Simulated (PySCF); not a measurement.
## [Lu(CO)]3+ at several levels of theory

Computed with PySCF 2.14.0 (density fitting, no spin-orbit coupling) at the geometry relaxed with PBE0:

```xyz
3
[Lu(CO)]3+ (singlet)
Lu    0.0000    0.0000   -0.4872
C     0.0000    0.0000    1.9553
O     0.0000    0.0000    3.0654
```

```json
{"level": "PBE0", "basis": "Lu def2-SVP with ECP28, C def2-SVP, O def2-SVP", "state": "singlet", "HOMO (eV)": "-29.54", "gap (eV)": "7.82", "charge on Lu1 (e)": "2.61", "population of f-type functions on Lu1 (core shells left out)": "14.01", "dipole about the centre of mass (D)": "0.86", "largest force component (eV/Å)": "0.00"}
{"level": "M06-L", "basis": "the same", "state": "singlet", "HOMO (eV)": "-28.23", "gap (eV)": "5.82", "charge on Lu1 (e)": "2.66", "population of f-type functions on Lu1 (core shells left out)": "14.01", "dipole about the centre of mass (D)": "0.86", "largest force component (eV/Å)": "0.79"}
{"level": "PBE0", "basis": "Lu def2-TZVP with ECP28, C def2-TZVP, O def2-TZVP", "state": "singlet", "HOMO (eV)": "-29.40", "gap (eV)": "7.67", "charge on Lu1 (e)": "2.49", "population of f-type functions on Lu1 (core shells left out)": "14.00", "dipole about the centre of mass (D)": "0.70", "largest force component (eV/Å)": "0.60"}
```

Charges are Mulliken's, which hang on the basis. The relaxation used the grid (50, 194), these runs (75, 302) or, all-electron (x2c bases, spin-free X2C Hamiltonian), (99, 590).

Question: What does r2SCAN with Lu def2-SVP with ECP28, C def2-SVP, O def2-SVP give here?

Answer: state singlet, HOMO (eV) -28.36, gap (eV) 5.83, charge on Lu1 (e) 2.61, population of f-type functions on Lu1 (core shells left out) 14.01, dipole about the centre of mass (D) 0.71, largest force component (eV/Å) 0.88. Time: 5.2 s on 2 threads of Arm Neoverse V2, on a shared host, from an already converged density.

In the first row's basis the gap widens with exact exchange: 5.8 eV for M06-L, r2SCAN (none); 7.8 eV for PBE0 (a fixed share).
